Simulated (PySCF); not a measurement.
A PySCF script (with the pyscf-properties extension) for the NMR shieldings of `OCC[SiH2]C=O`, C3H8O2Si, on a GFN2-xTB geometry:

```python
import basis_set_exchange as bse
import numpy as np
from pyscf import gto, dft
from pyscf.prop import nmr

atoms = """
O     1.478836    0.227881    1.633767
C     1.501571   -0.703804    0.868376
Si    0.932514   -0.619525   -0.965137
C    -0.312228    0.814302   -1.128539
C    -1.209404    0.734401    0.095593
O    -1.342848   -0.648060    0.381454
H     1.850516   -1.691516    1.242969
H     2.128336   -0.324520   -1.769333
H     0.388726   -1.926479   -1.321823
H     0.169518    1.788030   -1.181588
H    -0.901795    0.690082   -2.035757
H    -2.196967    1.183350   -0.077187
H    -0.731431    1.247139    0.938510
H    -1.756022   -0.771752    1.241771
"""
names = dict.fromkeys(["O", "C", "Si", "H"], "pcSseg-1")
basis = {el: gto.basis.parse(bse.get_basis(n, elements=[el], fmt="nwchem")) for el, n in names.items()}
mol = gto.M(atom=atoms, basis=basis, charge=0, verbose=0)
mf = dft.RKS(mol, xc="PBE0")
mf.grids.level = 2
mf.grids.alignment = dft.numint.BLKSIZE   # the property module wants whole blocks of grid points
mf.conv_tol = 1e-9
mf.kernel()

calc = nmr.RKS(mf)   # GIAO
C = mf.mo_coeff
Co = C[:, mf.mo_occ > 0]
resp = mf.gen_response(singlet=True, hermi=2)
def vind(x):   # induced exchange potential for any number of trial vectors
    d = np.einsum("pi,xij,qj->xpq", C, 2 * x.reshape(-1, C.shape[1], Co.shape[1]), Co, optimize=True)
    return np.einsum("xpq,pi,qj->xij", resp(d - d.transpose(0, 2, 1)), C, Co, optimize=True).ravel()
mo1, _ = nmr.rhf.solve_mo1(calc, with_cphf=vind)
sigma = calc.kernel(mo1)
for i, s in enumerate(sigma):   # ppm
    print("%2d %-2s %9.2f" % (i, mol.atom_pure_symbol(i), np.trace(s) / 3))
```

Problem. What does it print?

Solution. 
```
 0 O    -545.42
 1 C     -59.88
 2 Si    411.89
 3 C     172.44
 4 C     126.88
 5 O     286.78
 6 H      19.27
 7 H      27.68
 8 H      27.10
 9 H      30.51
10 H      30.20
11 H      27.49
12 H      27.55
13 H      31.02
```

These numbers come from an equivalent density-fitted implementation of the same equations, which agrees with the script to about 0.01 ppm for H and up to a few tenths of a ppm for heavy atoms, so last digits may differ.

Problem. Turn these shieldings into chemical shifts. Referencing at the same level of theory: $^{17}$O (σ = 336.08 ppm) against H2O; $^{13}$C (σ = 186.93 ppm) and $^{29}$Si (σ = 349.16 ppm) and $^{1}$H (σ = 31.72 ppm) vs TMS.

Solution. Averaging equivalent atoms: O 0: 881.5; O 5: 49.3; C 1: 246.8; C 4: 60.0; C 3: 14.5; Si 2: -62.7; H 6: 12.44; H 7/8: 4.32; H 11/12: 4.20; H 9/10: 1.36; H 13: 0.70 ppm. Unscaled 17O shifts of doubly bonded oxygen tend to come out too high, by tens of ppm or more. Experimental scales use liquid or dissolved standards, which lie at an offset from isolated H2O (liquid H2O: subtract about 36 ppm).

Size and cost of the density-fitted run: 149 basis functions, 31 s wall time on 1 thread of an Arm Neoverse N1, shared host; peak memory 0.71 GiB.
